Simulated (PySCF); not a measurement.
Gas-phase reaction: 2 SnF₂ + 6 H ⇌ 2 SnH₃F + F₂

Computed with PySCF (xtb for GFN2) and rigid-rotor harmonic-oscillator thermochemistry at 1 bar. † marks an energy on the PBE0/def2-TZVP geometry and frequencies; other levels use their own. MP2 and CCSD(T) freeze the core. Open shells (unrestricted): H (multiplicity 2); the rest are closed-shell singlets. GFN2 has no spin-polarisation term. Sn: scalar-relativistic def2 core potential, no spin-orbit coupling. SnH₃F: computed as isolated molecules; such fragments, hydroxides, amides, oligomers or adducts are transient or little studied in the gas. MP2 isn't extrapolated to the basis-set limit; its ΔH°(298 K) is -480.7 kJ in def2-SVP and -470.7 kJ in def2-TZVPP. CCSD(T) isn't extrapolated to the basis-set limit; its ΔH°(298 K) is -579.9 kJ in def2-SVP and -598.2 kJ in def2-TZVPP. The harmonic model lacks anharmonicity and excited electronic states, which grow with temperature; levels with a mode under 35 cm⁻¹ are left out.

| level | ΔE electronic, kJ | ΔH°(298 K), kJ | ΔS°(298 K), J/K | ΔG°(800 K), kJ |
|---|---|---|---|---|
| BLYP/def2-TZVP† | -591 | -514 | -521 | -80 |
| CCSD(T)/def2-SVP† | -657 | -580 | -521 | -146 |
| GFN2-xTB | -716 | -652 | -531 | -212 |
| HF/def2-TZVP† | -344 | -267 | -521 | 167 |
| MP2/def2-TZVPP† | -548 | -471 | -521 | -37 |
| PBE/def2-SVP | -621 | -548 | -521 | -115 |
| PBE/def2-TZVP† | -593 | -516 | -521 | -81 |
| PBE0/def2-QZVP† | -610 | -533 | -521 | -99 |
| PBE0/def2-TZVP | -616 | -539 | -521 | -105 |
| LDA/def2-TZVP† | -763 | -685 | -521 | -251 |
| ωB97X-V/def2-TZVP† | -663 | -585 | -521 | -151 |
ΔH° is lowest at LDA/def2-TZVP† and highest at HF/def2-TZVP†. No reference value is set beside these.
